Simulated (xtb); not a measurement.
CH₄O₂Se, SMILES O(C)[Se]O. All values are semi-empirical tight-binding results from xtb (GFN2-xTB unless named), good for trends rather than for accurate numbers. Geometry optimised at GFN2-xTB. This is a generated structure with no PubChem entry under its InChIKey; it may be hypothetical. Other conformers were not sampled.

Optimised geometry:

```xyz
8

Se    -0.3124    -0.0675     0.6060
O     -1.1583     1.1887    -0.3553
H     -0.8551     2.0681    -0.1091
O      1.2278    -0.1574    -0.3268
C      1.2075    -0.8357    -1.5620
H      0.4421    -0.4299    -2.2286
H      2.1907    -0.6725    -2.0050
H      1.0429    -1.9085    -1.4330
```
Charge 0, spin multiplicity 1.

Computed properties:
| Property | Value |
|---|---|
| orbital gap | 3.75 eV |
| zero-point energy | 33.3 kcal/mol |
| G − E(el) at 298.15 K (modified RRHO) | 14.3 kcal/mol |
| static polarisability (D4 model) | 53.3 bohr³ |
| solvation energy, GFN2-xTB/ALPB(water) | -5.0 kcal/mol |
| solvation energy, GFN2-xTB/ALPB(ch2cl2) | -4.4 kcal/mol |

Task: Give the atomic charges and the Wiberg bond orders between heavy atoms. (Estimate from the structure and the level; the computed values follow.)

Result: charges (e) Se1 0.20, O2 -0.41, H3 0.32, O4 -0.30, C5 0.04, H6 0.05, H7 0.06, H8 0.04. Bond orders Se1–O2 1.25, Se1–O4 1.19, O4–C5 0.99.
